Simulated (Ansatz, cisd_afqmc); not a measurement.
System: Ga, charge 0, doublet.

Total energies in aug-cc-pVQZ-DK, 3 correlated electrons, 14 frozen orbitals. UHF or UKS for unpaired electrons; spin-orbit terms are left out. The -DK rows use spin-free X2C. The Monte Carlo rows (phaseless AFQMC, CISD trial, step 0.005/hartree) carry one-sigma bars that omit the constraint's bias. Outlying blocks are dropped, and bars are widened where a walk drifts. Over all cases where full CI ran beside it in this data, AFQMC minus full CI had a median of +0.1 mEh and passed +0.4 mEh in a tenth of the cases.

```json
[
 {"method": "HF", "program": "Ansatz", "energy (Eh)": "-1942.18947", "minus CCSDT (mEh)": "49.12"},
 {"method": "MP2", "program": "Ansatz", "energy (Eh)": "-1942.22556", "minus CCSDT (mEh)": "13.02"},
 {"method": "CCSD", "program": "Ansatz", "energy (Eh)": "-1942.23733", "minus CCSDT (mEh)": "1.25"},
 {"method": "CCSD(T)", "program": "Ansatz", "energy (Eh)": "-1942.23830", "minus CCSDT (mEh)": "0.29"},
 {"method": "CCSDT", "program": "Ansatz", "energy (Eh)": "-1942.23858", "minus CCSDT (mEh)": "0.00"},
 {"method": "AFQMC/CISD", "program": "cisd_afqmc", "energy (Eh)": "-1942.2385 ± 0.0001", "minus CCSDT (mEh)": "0.1 ± 0.1"}
]
```

Ansatz is a quantum-chemistry and plane-wave program.
